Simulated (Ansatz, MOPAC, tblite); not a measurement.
**CH5AsSi (SMILES C1[SiH2][AsH]1): the highest harmonic wavenumber at each level's own minimum, rung by rung**

CH5AsSi, singlet, SMILES `C1[SiH2][AsH]1`. Each level relaxes the structure for itself.

Quantity: the highest harmonic wavenumber at each level's own minimum, in cm⁻¹. The values are calculated.

```tsv
level	kind	program	value (cm⁻¹)
MNDO	semi-empirical	MOPAC	3350
PM3	semi-empirical	MOPAC	3201
GFN2-xTB	semi-empirical	tblite	3040
PM6-D3H4	semi-empirical	MOPAC	2796
HF/STO-3G	Hartree–Fock	Ansatz	3782
HF/3-21G	Hartree–Fock	Ansatz	3381
HF/6-31G* (Cartesian functions)	Hartree–Fock	Ansatz	3382
PBE/def2-SVP	GGA	Ansatz	3153
PBE0-D4/def2-TZVP	global hybrid	Ansatz	3229
B3LYP/6-31G* (Cartesian functions)	global hybrid	Ansatz	3225
```

All-electron rows without a relativistic Hamiltonian named are non-relativistic. Harmonic and unscaled. The values span 2796 to 3782 cm⁻¹. Without the sets that lack polarisation functions the rows with a basis span only 3153 to 3382 cm⁻¹.
